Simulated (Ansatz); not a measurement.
```xyz
18

C     2.0613    0.0000    0.0000
C     1.5790    1.3250    0.0000
C     0.3579    2.0300    0.0000
C    -1.0306    1.7851    0.0000
C    -1.9370    0.7050    0.0000
C    -1.9370   -0.7050    0.0000
C    -1.0306   -1.7851    0.0000
C     0.3579   -2.0300    0.0000
C     1.5790   -1.3250    0.0000
H     3.1463    0.0000    0.0000
H     2.4102    2.0224    0.0000
H     0.5464    3.0985    0.0000
H    -1.5731    2.7248    0.0000
H    -2.9565    1.0761    0.0000
H    -2.9565   -1.0761    0.0000
H    -1.5731   -2.7248    0.0000
H     0.5464   -3.0985    0.0000
H     2.4102   -2.0224    0.0000
```

Basis set: def2-TZVP (spherical functions). Charge 0, multiplicity 2.

Computed with Ansatz (development build ahead of 0.2.0); each method stands on the lowest determinant of its kind that the runs found.

The vertical ionization energy (product with multiplicity 1 at the same shape, open shells in the same class of orbitals) of doublet C₉H₉:

```tsv
method	ionization energy
PBE0 (restricted open-shell)	7.98 eV
```

(1) What does PBE0 (unrestricted) give?

Answers

(1) 7.39 eV. Caution for PBE0 (unrestricted): the unrestricted determinant is a mixture of spin states. Caution for PBE0 (restricted open-shell): an unrestricted determinant lies well below.
